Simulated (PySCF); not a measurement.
# Structure revision by computed shifts

A compound C₄H₁₄Si₃ gives the data below (simulated from a calculation) and was assigned the structure `C[SiH2]C/C=C/[SiH2][SiH3]`.

¹³C{¹H} NMR (computed): δ 167.8 (C), 137.9 (CH), 30.7 (CH2), -9.5 (CH3).

¹H NMR (300 MHz, computed): δ 6.35 (q, 1H), 4.31 (m, 2H), 4.20 (s, 3H), 4.13 (d, 3H), 2.22 (t, 2H), 0.15 (t, 3H).

[PySCF: GFN2-xTB geometry; NMR shieldings at PBE0/pcSseg-1/GIAO; no solvent; non-relativistic; fast rotation and ring inversion assumed for equivalent nuclei; single conformer]

Shifts are taken against calculated references (same method and geometry level): TMS for ¹H, ¹³C.

(1) Compare with the shifts computed for the proposed structure, pairing carbons in order of shift.

(2) Which isomer fits?

Results:

(1) Atom-mapped SMILES (the numbers label the heavy atoms): `[CH3:1][SiH2:2][CH2:3]/[CH:4]=[CH:5]/[SiH2:6][SiH3:7]`; H(Xn) means a hydrogen on atom n.

```csv
atom,computed for proposal,given list,difference
C4,157.0,167.8,-10.8
C5,124.2,137.9,-13.7
C3,28.0,30.7,-2.7
C1,-9.0,-9.5,+0.5
```

The rms difference is 8.8 ppm and the largest -13.7 ppm at C5 (alkene CH). The carbon types in order of shift don't match either: CH, CH, CH2, CH3 for the proposal against C, CH, CH2, CH3 in the data. The proposal doesn't fit.

(2) `C([SiH2]C)/C([SiH3])=C\[SiH3]`.

1. Carbon types of the structure: 1 × C, 1 × CH, 1 × CH2, 1 × CH3, leaving 8 H on heteroatoms.
2. δC 167.8: fully substituted alkene carbon.
3. δC 137.9: alkene CH; the olefinic region.
4. δH 6.35: hydrogen on an alkene CH; attached to an sp2 carbon and in the plane of the double bond.
5. δH 0.15: hydrogen on a methyl carbon bonded to Si; an electropositive neighbour shields it, as in TMS itself.

Other isomers checked: C/C=C\[SiH2][Si@H](C)[SiH3] (rms 9.4 ppm); C=C(C)C([SiH3])([SiH3])[SiH3] (rms 14.0 ppm).

The data come from this structure; uniqueness wasn't tested.

Shifts are as computed. Against solution values, carbons near 30 ppm lie about +3 ppm off and those near 130 ppm about +5 ppm. Of 1211 compounds with measured shifts, 218 miss one by over three times the rms of a fit or turn the order of signals round; such compounds aren't used in these exercises. Multiplicities follow the n + 1 count of equivalent neighbours, as no J values were calculated; m marks all less simple cases, F and P coupling included.
